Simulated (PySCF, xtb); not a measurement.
CH4Cl2OSi2, SMILES Cl[Si]1([SiH2]OC1)Cl.

Harmonic wavenumbers (cm⁻¹) from GFN2-xTB in xtb at its own minimum, in rising order: 74, 103, 131, 164, 175, 311, 356, 436, 486, 555, 561, 642, 683, 730, 764, 812, 1006, 1142, 1229, 1468, 2263, 2275, 2942, 2957.

Q: What does PySCF with PBE-D3(BJ)/def2-SVP give at its own minimum? (The exact figures need the calculation; the answer reports its results.)

A: 38, 100, 151, 165, 187, 329, 419, 435, 560, 560, 636, 677, 734, 742, 779, 936, 999, 1150, 1195, 1404, 2154, 2165, 2962, 3023. Paired by order, the mean absolute difference is 40 cm⁻¹ and the zero-point energies are 31.8 and 32.2 kcal/mol.
